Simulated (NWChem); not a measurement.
# Si₂H₄, singlet; SMILES [SiH][SiH3]

```xyz
6

Si    -0.0804     1.3226     0.0002
H      1.4538     1.2957    -0.0003
Si    -0.0281    -1.0712     0.0001
H      0.7252    -1.5471     1.2092
H      0.7134    -1.5421    -1.2182
H     -1.3734    -1.7262     0.0051
```
Atoms are numbered in this order, from 1.

Low-valent species are run as closed-shell singlets; no triplet was tried in these runs. The geometry was optimised at PBE0/def2-SVP.

**Question.** List the 4 lowest vertical singlet excitations from PBE/def2-SVPD, TDA (NWChem).

**Answer.** 
```csv
state,energy (eV),oscillator strength,leading excitation (squared amplitude)
S1,1.96,0.005,HOMO → LUMO (0.98)
S2,3.24,0.003,HOMO−1 → LUMO (0.97)
S3,4.36,0.007,HOMO−2 → LUMO (0.97)
S4,4.64,0.020,HOMO−3 → LUMO (0.94)
```
